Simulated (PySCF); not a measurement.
Norbornane, C7H12.
Geometry (PBE0-D3(BJ)/def2-TZVP, Å), atoms numbered from 1 in this order:
```
atom  x, y, z in Å
C1     0.9297    1.2723   -0.3018
C2     1.1925    0.0163   -1.1732
C3     0.3938   -1.0781   -0.4553
C4    -1.0989   -0.8056   -0.6772
C5    -1.3626    0.4451    0.2008
C6     0.0136    0.7422    0.8070
C7     0.5674   -0.6710    1.0109
H8     1.8612    1.6591    0.1188
H9     0.4635    2.0861   -0.8618
H10    0.8651    0.1442   -2.2076
H11    2.2567   -0.2300   -1.1976
H12    0.7018   -2.0923   -0.7133
H13   -1.7037   -1.6539   -0.3479
H14   -1.3256   -0.6355   -1.7323
H15   -2.0899    0.2257    0.9863
H16   -1.7487    1.2913   -0.3720
H17   -0.0233    1.3785    1.6924
H18    1.6105   -0.6814    1.3383
H19   -0.0297   -1.2733    1.7008
```

NICS is the negative of the GIAO shielding at a point without a nucleus: at the ring centre (0) and 1 Å above and below it (1); zz is the component along the ring normal. Level: GIAO B97-2/pcSseg-2 (PySCF, non-relativistic, gas phase) on the PBE0-D3(BJ)/def2-TZVP geometry, one conformer.

Ring bond lengths (Å): C1–C2 1.551, C2–C3 1.533, C3–C7 1.532, C7–C6 1.531, C6–C1 1.533; C3–C4 1.533, C4–C5 1.551, C5–C6 1.533, C6–C7 1.531, C7–C3 1.532.

**Question.** Give the NICS values of each ring in ppm.

**Answer.** 
```tsv
ring	type	NICS(0)	NICS(1), two faces	NICS(1)zz, two faces	rms pucker (Å)	centre to ring atoms, mean (Å)
C1–C2–C3–C7–C6	5-membered carbocycle; formal bonds all single	-9.2	-8.7 / -4.3	-10.5 / -5.4	0.26	1.26
C3–C4–C5–C6–C7	5-membered carbocycle; formal bonds all single	-9.2	-4.3 / -8.7	-5.4 / -10.5	0.26	1.26
```

**Question.** What do they say, and how far can they be read as aromaticity?

**Answer.** 
- C1–C2–C3–C7–C6: mean NICS(1)zz -8.0 ppm, shielded. C1, C2, C3, C6, C7 have four or more neighbours, and the NICS criterion for π rings isn't applied. The two faces differ by 5.1 ppm, so no symmetry operation interchanges them.
- C3–C4–C5–C6–C7: mean NICS(1)zz -8.0 ppm, shielded. C3, C4, C5, C6, C7 have four or more neighbours, and the NICS criterion for π rings isn't applied. The two faces differ by 5.1 ppm, so no symmetry operation interchanges them.

**Question.** Give the inner angles of the rings.

**Answer.** 
- C1–C2–C3–C7–C6: C1 103.2°, C2 103.1°, C3 101.5°, C7 94.4°, C6 101.5°; sum 503.7° against 540° for a flat convex ring.
- C3–C4–C5–C6–C7: C3 101.6°, C4 103.1°, C5 103.2°, C6 101.4°, C7 94.4°; sum 503.8° against 540° for a flat convex ring.

**Question.** How do the values depend on the level or the medium?

**Answer.** 
```
                               level  NICS(0), C1–C2–C3–C7–C6  mean NICS(1)zz, C1–C2–C3–C7–C6  NICS(0), C3–C4–C5–C6–C7  mean NICS(1)zz, C3–C4–C5–C6–C7
                 B97-2/pcSseg-2, gas                     -9.2                            -8.0                     -9.2                            -8.0
                   KT3/pcSseg-2, gas                     -9.2                            -8.1                     -9.2                            -8.1
                  PBE0/pcSseg-2, gas                     -9.3                            -8.1                     -9.3                            -8.1
               wB97X-D/pcSseg-2, gas                     -9.1                            -7.9                     -9.1                            -7.9
   WP04/pcSseg-2, IEF-PCM chloroform                     -8.5                            -7.3                     -8.5                            -7.3
wB97X-D/pcSseg-2, IEF-PCM chloroform                     -9.1                            -7.9                     -9.1                            -7.9
```

The geometry is the same throughout; the continuum's cavity takes Bondi-type radii × 1.2.
